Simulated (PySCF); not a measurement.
B(F)(OH)(NH2) (BFH3NO), SMILES FB(N)O. Atoms are numbered in the order given.

```xyz
7

B     -0.0050     0.0146     0.0000
F      1.2729     0.4399     0.0000
O     -1.0128     0.9303     0.0000
H     -0.6749     1.8304     0.0000
N     -0.2718    -1.3606     0.0000
H     -1.2119    -1.7267     0.0000
H      0.4609    -2.0538     0.0000
```
Charge 0, spin multiplicity 1.

Geometry: PBE0-D3(BJ)/def2-SVP. Other conformers were not sampled.

The numbers are results of B3LYP/pcJ-1 run with PySCF, not measurements.

Isotropic couplings with Fermi-contact, spin-dipole and both spin-orbit terms, one fixed conformer, no vibrational averaging. Isotopes: 11B, 14N, 19F, 1H.

| pair | bonds apart | J (Hz) |
|---|---|---|
| B1–F2 | 1 | … |
| B1–N5 | 1 | 35.4 |
| N5–H6 | 1 | 63.5 |
| N5–H7 | 1 | 63.8 |
| B1–H4 | 2 | -4.6 |
| B1–H6 | 2 | … |
| B1–H7 | 2 | … |
| F2–N5 | 2 | … |
| H6–H7 | 2 | -1.8 |
| F2–H4 | 3 | … |
| F2–H6 | 3 | 23.0 |
| F2–H7 | 3 | -4.1 |
| H4–N5 | 3 | 2.6 |
| H4–H7 | 4 | 3.6 |

Q: Fill in the missing entries. (An estimate is asked for; the answer gives what the named calculation found.)

A: 
- B1–F2, J (Hz): -100.8
- B1–H6, J (Hz): 4.1
- B1–H7, J (Hz): 1.9
- F2–N5, J (Hz): 10.4
- F2–H4, J (Hz): 2.1
